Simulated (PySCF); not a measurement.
Compound: C₅H₇O₃ (doublet state).
Geometry (GFN2-xTB, Å), atoms numbered from 1 in this order:
```xyz
15
C5H7O3 angstrom
C     -2.0657    0.3204    0.0858
C     -0.8646   -0.5576   -0.2352
C      0.3565   -0.1656    0.6253
C      1.5699   -0.9882    0.3769
O      2.5203   -0.1940   -0.1778
C      2.0635    1.0845   -0.2047
O      2.6861    2.0107   -0.6099
O      0.8182    1.1395    0.2905
H     -2.3757    0.1840    1.1193
H     -2.8988    0.0618   -0.5626
H     -1.8156    1.3669   -0.0672
H     -0.5949   -0.4508   -1.2875
H     -1.0898   -1.6066   -0.0384
H      0.0468   -0.1549    1.6821
H      1.6395   -2.0419    0.2117
```

The hyperfine couplings belong to this conformer and change with its torsions.

As a line formula: `CC[C@H]1[CH]OC(=O)O1` [radical].

Level of theory: PySCF, UKS B3LYP, pcH-1 on C H O, non-relativistic, mean-field spin-orbit, GIAO. The structure is a single GFN2-xTB conformer in the gas phase; no vibrational or solvent corrections. Couplings are sensitive to structure, and on GFN2-xTB geometries they can be far from those on DFT ones. No stability test was run, so a lower SCF solution isn't excluded.

(1) Match the computed a_iso(13C) values +136.4, +57.4, -27.1, -2.9, +2.0 MHz with the sites C1; C2; C3; C4; C6.

(2) Match the computed a_iso(17O) values -19.2, -2.0, +0.7 MHz with the sites O5; O7; O8.

Answers

(1) 
| site | a_iso (MHz) | ρ(0) (bohr⁻³) | position | distance from C4 (Å) | spin population | largest \|T\| (MHz) |
| --- | --- | --- | --- | --- | --- | --- |
| C1 | +2.0 | +0.0017 | 3 bonds from C4 | 3.87 | +0.01 | 2.1 |
| C2 | +57.4 | +0.0511 | 2 bonds from C4 | 2.55 | +0.04 | 9.5 |
| C3 | -27.1 | -0.0241 | 1 bond from C4 | 1.49 | -0.07 | 2.8 |
| C4 | +136.4 | +0.1213 | largest spin population | 0.00 | +0.91 | 158.1 |
| C6 | -2.9 | -0.0025 | 2 bonds from C4 | 2.21 | 0.00 | 2.7 |

(2) 
```tsv
site	a_iso (MHz)	ρ(0) (bohr⁻³)	position	distance from C4 (Å)	spin population	largest |T| (MHz)
O5	-19.2	+0.0317	1 bond from C4	1.36	+0.08	49.8
O7	-2.0	+0.0032	3 bonds from C4	3.35	+0.03	9.2
O8	+0.7	-0.0011	2 bonds from C4	2.26	0.00	1.4
```

ρ(0) is the spin density at the nucleus and T the dipolar tensor; entries for several nuclei are means. Largest spin populations (Mulliken): C4 (+0.91), O5 (+0.08) and C3 (-0.07). No atom but C4 exceeds +0.15. The positive populations add up to 1.10 and the negative ones to -0.10, together 2S = 1. The angles at C4 add up to 355.0°, so it is nearly planar; its axial dipolar tensor and the negative coupling of its proton fit spin in a p orbital normal to that plane.

Nuclei that the bonding pattern makes equivalent are averaged, as if the motion that swaps them (rotation, inversion, ring flip) were fast.

Time: 49 s of wall time (with the writing of density and orbital grids); peak memory 1.0 GiB. Hardware: an AMD EPYC 7B13 with one thread, on a shared host.
